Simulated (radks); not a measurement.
Ionisation ladder of sulfur, from S I to S III. Each ion is in the ground configuration listed by NIST, and IE = E(next ion) - E(this ion). Method: scalar-relativistic Kohn-Sham, BLYP, spin-unpolarised, spherical densities, finite nucleus; Fermi nuclear charge, rms radius 3.2611 fm; computed with a radial shooting solver on a logarithmic mesh with Libxc functionals.

species,configuration,E (hartree),"IE, Delta-SCF (eV)","IE, NIST (eV)",kind,error (eV)
S I,[Ne] 3s2 3p4,-399.23081,11.619,10.360,exp.,+1.259
S II,[Ne] 3s2 3p3,-398.80383,22.137,23.338,exp.,-1.201
S III,[Ne] 3s2 3p2,-397.99031,33.927,34.86,semi-emp.,-0.933

Reference values: NIST Atomic Spectra Database (exp. = measured, semi-emp. = semi-empirical, theory = theoretical value adopted there). The ionisation energy per charge of the ion left behind rises most, in proportion, at S III ([Ne] 3s2 3p2), from 11.068 to 11.309 eV. Against the entries that are not theoretical the mean signed error is +1.4 % and the largest +12.2 %. Spin polarisation and multiplet splitting are left out, so open shells lie too high by an amount that depends on their filling.

Beside tabulated values, note that spin-unpolarised runs miss the spin-polarisation part of the exchange energy of open shells.
